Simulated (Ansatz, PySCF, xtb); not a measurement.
Gas-phase reaction R1 + 3 R2 → P1 + 3 P2, each structure at its B3LYP-D3(BJ)/def2-TZVP stationary point, reached from a drawn start (curvature not checked).
R1: B3Cl3O3 (SMILES ClB1OB(Cl)OB(Cl)O1), charge 0, multiplicity 1.
P1: B3F3O3 (SMILES FB1OB(F)OB(F)O1), charge 0, multiplicity 1.
P2: HCl (SMILES Cl), charge 0, multiplicity 1.
R2, HF (SMILES F) (charge 0, multiplicity 1):
| atom | x (Å) | y (Å) | z (Å) |
|---|---|---|---|
| F | 0.0000 | 0.0000 | 0.4622 |
| H | 0.0000 | 0.0000 | -0.4622 |

P less R. No zero-point or thermal terms.

Cores are frozen in the correlated methods.

Codes used: Ansatz (Gaussian basis) for Hartree–Fock, density functionals and correlated methods; PySCF for M06-2X and the D3/D4 terms; xtb for the GFN methods. All values are computed, each at the level named.

```json
[
 {"level": "GFN1-xTB", "reaction energy (kJ/mol)": "-178.2"},
 {"level": "PBE/def2-TZVPP", "reaction energy (kJ/mol)": "-179.0"},
 {"level": "BLYP-D4/def2-TZVPP", "reaction energy (kJ/mol)": "-187.2"},
 {"level": "revPBE-D4/def2-TZVPP", "reaction energy (kJ/mol)": "-157.5"},
 {"level": "PBE0-D4/def2-TZVPP", "reaction energy (kJ/mol)": "-176.6"},
 {"level": "M06-2X/def2-TZVPP", "reaction energy (kJ/mol)": "-206.8"},
 {"level": "CAM-B3LYP-D4/def2-TZVPP", "reaction energy (kJ/mol)": "-210.1"},
 {"level": "CCSD/cc-pV(D+d)Z", "reaction energy (kJ/mol)": "…"},
 {"level": "CCSD/cc-pV(T+d)Z", "reaction energy (kJ/mol)": "…"}
]
```

Task: Some entries are withheld; supply them.

Result: 
- CCSD/cc-pV(D+d)Z, reaction energy (kJ/mol): -217.7
- CCSD/cc-pV(T+d)Z, reaction energy (kJ/mol): -220.6

Ansatz is a quantum-chemistry and plane-wave program.
